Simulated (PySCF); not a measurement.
O₄W (SMILES [O]=[W-2](=[O])(=[O])=[O]), charge -2, singlet, at a GFN2-xTB geometry (such geometries of metal compounds can be far from the true shape) (core potentials on W) (in this run its highest filled SCF level lies above zero, so its values depend strongly on the basis, on diffuse functions most of all); PySCF with DF-PBE0/def2-TZVPP.

PySCF was given this input:
```python
from pyscf import gto, scf, dft

mol = gto.M(
    atom='''
W     0.000000   -0.000000   -0.000000
O     1.221513    0.750594   -1.053110
O     0.812080   -0.925120    1.284214
O    -1.021825   -1.092758   -0.962434
O    -1.011768    1.267284    0.731330
''',
    basis='def2-tzvpp',
    ecp={'W': 'def2-tzvpp'},
    charge=-2,
    spin=0,
    verbose=4,
)

mf = dft.RKS(mol)
mf.xc = 'pbe0'
mf = mf.density_fit(auxbasis='def2-universal-jkfit')
mf.kernel()
mf.analyze()
```

Question: Predict the main parts of the log of this PySCF run.

Answer: 
```
PySCF version 2.14.0

[INPUT] verbose = 4
[INPUT] num. atoms = 5
[INPUT] num. electrons = 48
[INPUT] charge = -2
[INPUT] spin (= nelec alpha-beta = 2S) = 0
[INPUT] symmetry False subgroup None
[INPUT] Mole.unit = angstrom
[INPUT] Symbol           X                Y                Z      unit          X                Y                Z       unit  Magmom
[...]
nuclear repulsion = 203.218621356058
number of shells = 60
number of NR pGTOs = 266
number of NR cGTOs = 180
basis = def2-tzvpp
ecp = {'W': 'def2-tzvpp'}

******** <class 'pyscf.df.df_jk.DFRKS'> ********
method = DFRKS
initial guess = minao
damping factor = 0
level_shift factor = 0
DIIS = <class 'pyscf.scf.diis.CDIIS'>
diis_start_cycle = 1
diis_space = 8
diis_damp = 0
SCF conv_tol = 1e-09
SCF conv_tol_grad = None
SCF max_cycles = 50
direct_scf = False
XC library pyscf.dft.libxc version 7.1.2
    S. Lehtola, C. Steigemann, M. J. T. Oliveira, and M. A. L. Marques,  SoftwareX 7, 1–5 (2018)
XC functionals = pbe0
    C. Adamo and V. Barone,  J. Chem. Phys. 110, 6158 (1999)
    M. Ernzerhof and G. E. Scuseria,  J. Chem. Phys. 110, 5029 (1999)
radial grids:
    Treutler-Ahlrichs [JCP 102, 346 (1995); DOI:10.1063/1.469408] (M4) radial grids

becke partition: Becke, JCP 88, 2547 (1988); DOI:10.1063/1.454033
pruning grids: <function nwchem_prune>
grids dens level: 3
symmetrized grids: False
atomic radii adjust function: <function treutler_atomic_radii_adjust>
small_rho_cutoff = 0
Set gradient conv threshold to 3.16228e-05
Initial guess from minao.
tot grids = 80640
******** <class 'pyscf.df.df.DF'> ********
auxbasis = def2-universal-jkfit
init E= -345.364086938074
[...]
cycle= 1 E= -367.030460180625  delta_E= -21.7  |g|= 2.27  |ddm|= 12.2
[...]
cycle= 2 E= -362.198791928653  delta_E= 4.83  |g|= 5.49  |ddm|= 4.05
[...]
cycle= 3 E= -367.884407353959  delta_E= -5.69  |g|= 0.619  |ddm|= 3.51
[...]
cycle= 4 E= -367.963121325512  delta_E= -0.0787  |g|= 0.206  |ddm|= 0.875
[...]
cycle= 5 E= -367.972678081426  delta_E= -0.00956  |g|= 0.0183  |ddm|= 0.194
[...]
cycle= 6 E= -367.97273607591  delta_E= -5.8e-05  |g|= 0.00316  |ddm|= 0.00873
[...]
cycle= 7 E= -367.972737732604  delta_E= -1.66e-06  |g|= 0.000256  |ddm|= 0.00162
[...]
cycle= 8 E= -367.972737737781  delta_E= -5.18e-09  |g|= 0.000228  |ddm|= 0.000382
[...]
cycle= 9 E= -367.972737747592  delta_E= -9.81e-09  |g|= 2.04e-05  |ddm|= 0.00012
[...]
cycle= 10 E= -367.972737747675  delta_E= -8.22e-11  |g|= 3.93e-06  |ddm|= 1.48e-05
[...]
Extra cycle  E= -367.972737747657  delta_E= 1.73e-11  |g|= 9.6e-06  |ddm|= 9e-06
converged SCF energy = -367.972737747657
**** SCF Summaries ****
Total Energy =                        -367.972737747657220
Nuclear Repulsion Energy =             203.218621356058065
One-electron Energy =                 -953.354805291924322
Two-electron Energy =                  382.163446188209036
Two-electron Coulomb Energy =          424.252581985767506
DFT Exchange-Correlation Energy =      -42.089135797558484
HOMO-LUMO gap [eV] =                     6.666933495084171
**** MO energy ****
[...]
WARN: System has nonzero charge -2; the dipole moment is origin-dependent.
Location of origin: [0. 0. 0.]

Dipole moment(X, Y, Z, Debye): -0.00000, -0.00001, -0.00000
```
